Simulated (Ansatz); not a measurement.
Geometry optimisation, Ansatz 0.2.0, RKS r2SCAN-D4/def2-SVP.

The input (input.yaml):

```yaml
crystal:
  periodic: [false, false, false]
  atoms:
    - { symbol: Zn, position_ang: [0.915518, -0.395391, -0.461652] }
    - { symbol: O, position_ang: [-0.201531, 0.211778, 2.224055] }
    - { symbol: H, position_ang: [-0.709032, -0.538267, 2.562094] }
    - { symbol: O, position_ang: [-0.388328, -0.250595, -1.645187] }
    - { symbol: H, position_ang: [-0.10039, -0.464434, -2.543299] }
    - { symbol: Cl, position_ang: [2.642152, -0.72181, 0.871727] }
    - { symbol: H, position_ang: [0.73161, -0.023881, 2.442062] }
basis:
  gaussian: { orbitals: def2-SVP }
hamiltonian:
  xc: r2scan
  dispersion: d4
relax:
  f_tol: 0.03
  max_steps: 50
```

Run as:

```bash
$ ansatz run input.yaml --threads 2 --pin off --max-ram 3072MiB --backend cpu --events-out ev --progress --plain --runs-dir out
```

Question: Where does it end, and by what steps?

Answer: It converged. The force dipped under the threshold on the way, but the program's further checks kept it going. After 26 steps the energy has fallen by 0.628 eV; H3 moved furthest, 1.55 Å. Joined: Zn1–O2 (2.97 → 2.13 Å).

| step | energy less start (eV) | largest force component (eV/Å) | accepted |
| --- | --- | --- | --- |
| 0 | 0.0000 | 1.101 | yes |
| 1 | -0.1816 | 0.946 | yes |
| 2 | -0.3884 | 1.012 | yes |
| 3 | -0.4337 | 1.509 | yes |
| 4 | -0.5025 | 0.887 | yes |
| 5 | -0.5252 | 0.313 | yes |
| 6 | -0.5354 | 0.092 | yes |
| 7 | -0.5393 | 0.219 | yes |
| 8 | -0.5418 | 0.153 | yes |
| 9 | -0.5437 | 0.111 | yes |
| 10 | -0.5411 | 0.303 | no |
| 11 | -0.5445 | 0.029 | yes |
| 12 | -0.5459 | 0.114 | yes |
| 13 | -0.5413 | 0.658 | no |
| 14 | -0.5480 | 0.086 | yes |
| 15 | -0.5512 | 0.187 | yes |
| 16 | -0.5549 | 0.523 | yes |
| 17 | -0.5760 | 0.247 | yes |
| 18 | -0.5825 | 0.270 | yes |
| 19 | -0.5771 | 0.999 | no |
| 20 | -0.5968 | 0.163 | yes |
| 21 | -0.6094 | 0.342 | yes |
| 22 | -0.6189 | 0.451 | yes |
| 23 | -0.5987 | 0.437 | no |
| 24 | -0.6277 | 0.074 | yes |
| 25 | -0.6280 | 0.041 | yes |
| 26 | -0.6281 | 0.015 | yes |

```xyz
7
Properties=species:S:1:pos:R:3
Zn 1.267 -0.348 0.080
O 0.023 0.096 1.746
H -0.714 -0.019 1.098
O -0.388 -0.405 -0.659
H -0.526 -0.452 -1.610
Cl 3.359 -0.529 0.325
H -0.130 -0.527 2.469
```

Time of the run: 110 s on 2 threads of Arm Neoverse V2 (shared host), peak memory 0.16 GiB.
